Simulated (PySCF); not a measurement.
# Working with the constants of LiTl

RHF-CCSD(T) constants of LiTl, ¹Σ⁺ (singlet), closed shell (PySCF, scalar-relativistic core potentials, basis sets Li aug-cc-pVDZ, Tl aug-cc-pVDZ-PP with ECP60; masses 7.0160 and 204.9744 u):

| Item | Value |
| --- | --- |
| ωe | 255.0 cm⁻¹ |
| ωexe | 1.64 cm⁻¹ |
| Be | 0.27339 cm⁻¹ |
| αe | 0.00262 cm⁻¹ |
| D (centrifugal) | 1.26e-06 cm⁻¹ |
| De to Li + Tl | 0.95 eV |

Problem. Estimate the standard entropy (1 bar) and heat capacity of the ideal gas at 1500 K, rigid rotor with B0 and harmonic oscillator at the fundamental.

Solution. Translation (Sackur–Tetrode, M = 211.99 u): 209.2 J/(mol K). Rotation: q = kT/(σB0) = 3830 with σ = 1, 76.9. Vibration: x = hcν0/kT = 0.241, 20.15. S° = 306.3 J/(mol K); Cp = 7R/2 + 8.27 = 37.4 J/(mol K).

Correlated steps freeze 4 core orbitals. Correlated levels converge slowly with the basis: in double zeta they bind strong bonds too weakly, by up to about 1 eV, and carry superposition errors of some tenths. Spin–orbit coupling is left out, which matters for elements this heavy, above all for dissociation energies. Where the molecule has an RHF reference, its open-shell atoms are computed with UHF.
